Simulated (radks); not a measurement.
Values are calculated unless marked as measured or tabulated.
Species: Lu3+. Configuration: [Kr] 4d10 4f14 5s1 5p6 5d1 (not the ground configuration).

Code: a radial shooting solver on a logarithmic mesh with Libxc functionals. Model: Dirac Kohn-Sham, PW91, spin-unpolarised, spherical densities, finite nucleus; open shells fill j = l - 1/2 first; Fermi nuclear charge, rms radius 5.37 fm.

Energy parts (hartree):
part                       energy
total                 -14576.9282
kinetic                16242.7584
electron-nucleus      -36167.5663
Hartree                 5650.6252
exchange-correlation    -302.7454

Orbitals (lengths in bohr, moments of r in powers of bohr; r(90%) holds 90 % of the orbital's charge):
orbital  occ.  eigenvalue (hartree)  r(90%)
1s1/2       2             -2321.863  0.0351
2s1/2       2             -395.9632   0.127
2p1/2       2             -378.0700   0.112
2p3/2       4             -336.9891   0.122
3s1/2       2             -90.59930   0.312
3p1/2       2             -82.66591   0.304
3p3/2       4             -73.90348   0.324
3d3/2       4             -60.40688   0.296
3d5/2       6             -58.49352   0.301
4s1/2       2             -18.94586   0.687
4p1/2       2             -15.71301   0.707
4p3/2       4             -13.72082   0.754
4d3/2       4              -8.39885   0.814
4d5/2       6              -8.03525   0.831
5s1/2       1              -3.34873    1.67
5p1/2       2              -2.43542    1.87
5p3/2       4              -2.16558    2.02
4f5/2       6              -1.51822    1.19
4f7/2       8              -1.46142    1.22
5d3/2       1              -1.00633    2.97
5d5/2       0              -0.98230    3.03

The highest occupied level is 5d3/2 at -27.384 eV. The density falls to 0.001 e/bohr^3 at r = 3.32 bohr. Summed over all electrons, <r^2> = 34.03 bohr^2, which gives a Langevin (diamagnetic) susceptibility term of -26.9 x 10^-6 cm^3/mol.
